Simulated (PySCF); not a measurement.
Harmonic spectrum computed at PBE0 in the def2-TZVP basis family (core potentials from Rb on, PySCF, no spin–orbit coupling):

```csv
symmetry,ω (cm⁻¹),"IR (km/mol, summed over degenerate members)"
t2,474,821
e,595,0.0
t2,1442,3124
a1,1511,0.0
```

Q: Which molecule gave it? In each, all ligands are bound to the one heavy central atom.
A. ReH₄ (doublet)
B. WH₄ (triplet)
C. OsH₄ (singlet)
D. CeH₄ (singlet)

A: D. It has Td symmetry with Ce–H 1.973 Å (×4).
